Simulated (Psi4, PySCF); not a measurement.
PySCF was given this input:
```python
from pyscf import gto, scf, mp

mol = gto.Mole()
mol.atom = '''
    N    -0.00000000   -0.00000000   -0.43539476
    N     0.00000000    0.00000000    0.64482984
    H    -0.00000000   -0.00000000   -1.46604558
'''
mol.basis = 'cc-pvdz'
mol.charge = 1
mol.verbose = 4
mol.build()

mf = scf.RHF(mol)
mf.kernel()

pt = mp.MP2(mf, frozen=2)
pt.kernel()
print('E(MP2) = %.10f' % pt.e_tot)
```

Problem. Write the same job for Psi4.

Solution. One answer among several that fit: 
```
memory 2 GB

molecule {
1 1
N    -0.00000000   -0.00000000   -0.43539476
N     0.00000000    0.00000000    0.64482984
H    -0.00000000   -0.00000000   -1.46604558
}

set {
  basis cc-pvdz
  freeze_core true
  mp2_type conv
  scf_type pk
  puream true
  d_convergence 1e-8
}

energy('mp2')
print_variables()
```

Both were run: PySCF gave -109.456947 Eh and Psi4 -109.456947 Eh, 0.000 mEh apart.
